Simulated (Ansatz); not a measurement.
System: HSe, charge 0, multiplicity 2. SMILES: [SeH]
Geometry: optimised at B3LYP-D3(BJ)/def2-TZVP (Ansatz, a quantum-chemistry and plane-wave program).

Property: vertical ionisation energy (to the triplet state of charge +1; each state is the SCF solution reached for its spin), in eV. Correlated levels leave the core frozen unless marked. Open shells are spin-unrestricted. No spin-orbit coupling. Frozen are the shells of the preceding noble gas and the d and f shells that filled before the atom's block. Non-relativistic. Basis-set limits of correlation are two-point, X^-3; Hartree-Fock from the larger set.

| level | program | vertical ionisation energy (eV) |
|---|---|---|
| PBE0/def2-TZVPD | Ansatz | ___ |
| CCSD/aug-cc-pVDZ | Ansatz | 9.33 |
| CCSD/def2-SVPD | Ansatz | 9.33 |
| CCSD/aug-cc-pVTZ | Ansatz | 9.56 |
| CCSD(T)/CBS(aug-cc-pVTZ,aug-cc-pVQZ) | Ansatz | ___ |

Fill in the missing entries.


- PBE0/def2-TZVPD, vertical ionisation energy (eV): 9.72
- CCSD(T)/CBS(aug-cc-pVTZ,aug-cc-pVQZ), vertical ionisation energy (eV): 9.76
